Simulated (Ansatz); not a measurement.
**Abstraction of H: GaH(OH)2 + C2H3Sn → Ga(OH)2 + C2H4Sn**

Species: GaH(OH)2, singlet; C2H3Sn `C#[C][SnH2]`, doublet; Ga(OH)2, doublet; C2H4Sn `C#[C][SnH3]`, singlet. A radical takes H: the energy is the difference in strength between the Ga–H bond broken and the Sn–H bond made.

Shapes, held fixed at every level: PBE0-D4/def2-TZVP. Flexible molecules stand in one conformer, not always the lowest. Programs: Ansatz 0.2.0. The zero-point and thermal change to 298 K, harmonic and unscaled (PBE0-D4/def2-TZVP), is +0.7 kJ/mol.

```
             level                    kind  ΔH(298 K) (kJ/mol)  less CCSD(T)/def2-TZVPP
    MP2/def2-TZVPP     perturbation theory               +17.5                     -6.4
     HF/def2-TZVPP            Hartree–Fock               +23.0                     -0.9
  SPW92/def2-TZVPP                     LDA               +23.2                     -0.7
 PBE-D4/def2-TZVPP                     GGA               +20.3                     -3.6
wB97M-V/def2-TZVPP  range-separated hybrid               +23.7                     -0.2
  CCSD(T)/def2-SVP   coupled cluster or CI               +29.1                     +5.2
     CCSD/def2-SVP   coupled cluster or CI               +30.5                     +6.6
CCSD(T)/def2-TZVPP   coupled cluster or CI               +23.9                      0.0
```

The highest level, CCSD(T)/def2-TZVPP, gives ΔH(298 K) = +23.9 kJ/mol; the levels span +17.5 to +30.5. The column of differences is taken from that level and isn't an error. No measured value is set beside it here. Spin contamination: C2H3Sn (⟨S²⟩ up to 0.79). Open shells run unrestricted. For atoms past krypton def2 sets carry core potentials with scalar relativity. Relativity is left out for Ga. Outer-core shells of Ga, Sn are correlated, in sets that cover them unevenly.
